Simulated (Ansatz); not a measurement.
The cluster AlAs₂. Total charge 0; doublet. Geometry PBE-D4/def2-TZVPD, that of the charge -1 singlet; atoms count from 1.

```xyz
3

Al    0.5440   -0.5903   -1.2884
As   -1.3445    0.0727    0.2931
As    0.8006    0.5176    0.9952
```

The structure comes from a short search, and lower isomers may exist.

(1) Estimate the Mulliken populations from the PBE0/def2-TZVPD orbitals of Ansatz.

(2) Where does the spin sit?

(3) And the Mayer bond orders between heavy atoms (over 0.3)?

Answers

(1) 
```json
{"atom": "Al1", "charge (e)": "0.14", "spin (α − β)": "0.29"}
{"atom": "As2", "charge (e)": "-0.02", "spin (α − β)": "0.72"}
{"atom": "As3", "charge (e)": "-0.12", "spin (α − β)": "-0.01"}
```
Mulliken values depend strongly on the basis. With diffuse functions, as here, like atoms can get unlike values, and bond orders can come out too low or too high.

(2) Summed by element: Al 0.29, As 0.71, of 1 unpaired in all. Largest on single atoms: As2 0.72, Al1 0.29, As3 -0.01.

(3) Al1–As2 0.79 (2.55 Å); Al1–As3 0.90 (2.55 Å); As2–As3 1.88 (2.30 Å).
